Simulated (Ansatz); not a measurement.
`C[Si](C)(C)C` + `[CH3][GaH2]` → `C[Si](C)(C)[GaH2]` + `CC`  (formal exchange of groups at the Si–C bond)

Isolated molecules relaxed with PBE0-D4/def2-TZVP in Ansatz; ΔE leaves out vibrations. CCSD(T)/CBS adds triple-zeta CCSD(T) − MP2 to the extrapolated MP2 energy (def2 sets, frozen cores). This one scheme is used for every species. DFT in def2-TZVPP. HSE06 is defined as in plane-wave codes. For Ga outer-core shells are correlated without core-valence functions, which leaves a few kJ/mol of doubt a bond. Scalar relativity is left out up to krypton.

`C[Si](C)(C)C`:

Cartesian coordinates in Å:
```
C -0.515 -0.462 1.744
Si 0.000 0.000 0.000
C 1.750 -0.598 -0.314
C -0.070 1.864 -0.199
C -1.166 -0.805 -1.230
H -0.483 -1.545 1.891
H -1.534 -0.126 1.956
H 0.147 -0.006 2.485
H 2.080 -0.340 -1.325
H 1.822 -1.683 -0.208
H 2.454 -0.147 0.391
H 0.225 2.164 -1.209
H 0.602 2.362 0.506
H -1.080 2.243 -0.021
H -2.196 -0.475 -1.072
H -0.890 -0.553 -2.258
H -1.147 -1.894 -1.137
```

`[CH3][GaH2]`:

Cartesian coordinates in Å:
```
C -0.562 0.655 0.271
Ga 0.644 -0.770 -0.346
H -0.097 1.169 1.120
H -0.758 1.399 -0.502
H -1.510 0.246 0.627
H 0.716 -2.136 0.434
H 1.568 -0.563 -1.603
```

`C[Si](C)(C)[GaH2]`:

Z-matrix (Å, degrees):
```
C
Si 1 1.884
H 1 1.093 2 111.4
H 1 1.095 2 110.2 3 119.7
H 1 1.093 2 111.7 3 -120.7
C 2 1.885 1 108.5 3 -61.0
C 2 1.880 1 109.0 3 -179.5
Ga 2 2.423 1 109.6 3 57.9
H 6 1.093 2 111.4 1 60.7
H 6 1.093 2 111.7 1 -178.4
H 6 1.095 2 110.1 1 -58.9
H 7 1.093 2 111.4 1 -60.8
H 7 1.094 2 110.6 1 59.2
H 7 1.093 2 111.3 1 179.2
H 8 1.582 2 121.1 1 -54.0
H 8 1.581 2 123.8 1 126.5
```

`CC`:

Cartesian coordinates in Å:
```
C -0.698 -0.107 -0.279
C 0.698 0.107 0.279
H -1.264 -0.821 0.325
H -1.266 0.826 -0.301
H -0.665 -0.495 -1.299
H 1.264 0.821 -0.325
H 1.266 -0.826 0.301
H 0.665 0.496 1.299
```

**Question.** Is it downhill or uphill in electronic energy at CCSD(T)/CBS, and by how much? (An estimate is asked.)

**Answer.** Ansatz gave: Uphill: ΔE = +33.1 kJ/mol.

**Question.** What do these levels give: LDA (SPW92), r2SCANh-D4, HSE06-D4, PBE, PBE0, RPA@PBE/def2-TZVPP? (Best estimate.)

**Answer.** Ansatz gave: LDA (SPW92) 26.8, r2SCANh-D4 32.2, HSE06-D4 23.5, PBE 21.2, PBE0 24.4, RPA@PBE/def2-TZVPP 28.0 kJ/mol.

Largest T1 diagnostic among the species: 0.012.

At CCSD(T), def2-SVP lies −15.2 kJ/mol from the extrapolated value and def2-TZVPP −1.0 kJ/mol. Leaving LDA and LC-ωPBE aside and taking each functional with its dispersion term where it has one, the values, not all of them listed here, spread over 16.3 kJ/mol, from revPBE-D4 to ωB97M-V. LDA lies +5.6 kJ/mol from PBE without D4. From PBE to PBE0 (25 % exact exchange), in def2-TZVPP and without D4, ΔE moves by +3.2 kJ/mol.
